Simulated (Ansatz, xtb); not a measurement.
# Relative energy of two conformers of BH3O2Si

Structure a: `O=B[SiH2]O`, a singlet. Structure b: `O=B[SiH2]O`, a singlet. Both are isolated molecules in the gas phase, relaxed with BLYP-D3(BJ)/def2-SVP.

a (Å):

| atom | x (Å) | y (Å) | z (Å) |
| --- | --- | --- | --- |
| B | -2.1636 | 1.2991 | -1.5286 |
| O | -2.4567 | 2.2986 | -0.8998 |
| O | -0.2569 | -1.0452 | -1.8571 |
| Si | -1.6516 | -0.3779 | -2.5195 |
| H | -1.3227 | -0.0307 | -3.9317 |
| H | -2.8344 | -1.3022 | -2.4787 |
| H | -0.2824 | -1.2499 | -0.9044 |

b (Å):

```xyz
7

B    -0.4640    0.9543   -1.2174
O     0.3076    1.7814   -0.7718
O    -2.3344    0.1739   -3.3476
Si   -1.7241   -0.4422   -1.9057
H    -2.9733   -0.3936   -3.8171
H    -0.9588   -1.7215   -2.0909
H    -2.7868   -0.6741   -0.8696
```

Energies in hartree; the thermal terms are from BLYP-D3(BJ)/def2-SVP harmonic frequencies (ideal gas, rigid rotor, one conformer each, 298.15 K, 1 atm) and include the zero-point energy:

```
                               a           b
E, CCSD(T)/def2-TZVP  −465.987507  −465.986920
   zero-point energy     0.037173     0.037009
        H(298 K) − E     0.043706     0.043553
        G(298 K) − E     0.008598     0.008460
```

Work out ΔE, ΔE₀, ΔH and ΔG for a → b in kcal/mol (1 Eh = 627.51 kcal/mol) and the equilibrium ratio [b]/[a].

1. ΔE = −465.986920 − (−465.987507) = +0.000587 Eh = +0.37 kcal/mol.
2. ΔE₀ = ΔE + ΔZPE = +0.000587 + (−0.000164) Eh = +0.27 kcal/mol.
3. ΔH = ΔE + (−0.000153) Eh = +0.27 kcal/mol.
4. ΔG = ΔE + (−0.000138) Eh = +0.28 kcal/mol, so ΔS = (ΔH − ΔG)/T = −0.1 J/(mol K).
5. kT = 0.9442 mEh, so K = [b]/[a] = exp(−ΔG/kT) = exp(−0.48) ≈ 0.62.

The two are too close for this level to say which is favoured. An error of 1 kcal/mol in ΔG would change K by a factor of 5.4. Mirror images and further conformers aren't counted.

Other levels gave ΔE = +0.5 (BLYP-D3(BJ)/def2-SVP); +0.1 (HF/def2-TZVP); +0.4 (MP2/def2-TZVP) kcal/mol. The correlated steps freeze 8 core orbitals. Programs: Ansatz 0.2.0.
